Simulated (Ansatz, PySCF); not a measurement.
CH4ClGeNSi, SMILES Cl[Si@H]1N=[CH][GeH2]1.

Geometry optimised at B3LYP-D3(BJ)/def2-SVP. The structure was generated by enumeration; whether it is a known compound was not checked.

Vertical ionisation energy (IE) and electron affinity (EA) in eV. Rows of orbital energies are one-electron estimates. Where ΔSCF, EOM or ADC give a negative EA the extra electron is unbound and the value depends on the basis.

| level | IE | EA |
|---|---|---|
| −ε(HOMO), −ε(LUMO), PBE0/def2-TZVP (PySCF) | 7.01 | 1.35 |
| −ε(HOMO), −ε(LUMO), PBE/def2-TZVP (PySCF) | 5.74 | 2.46 |
| ΔSCF, CAM-B3LYP/def2-SVPD (Ansatz), final states of multiplicity 2 and 2 | 9.06 | -0.35 |
| ΔSCF, PBE/def2-SVPD (Ansatz), final states of multiplicity 2 and 2 | 8.82 | -0.14 |

Question: What vertical singlet–triplet gap does ΔSCF give with CAM-B3LYP/def2-SVPD (Ansatz, a program for electronic structure) and with PBE/def2-SVPD (Ansatz)? (The exact figures need the calculation; the answer reports its results.)

Answer: 3.11 and 3.00 eV (triplet above singlet where positive).
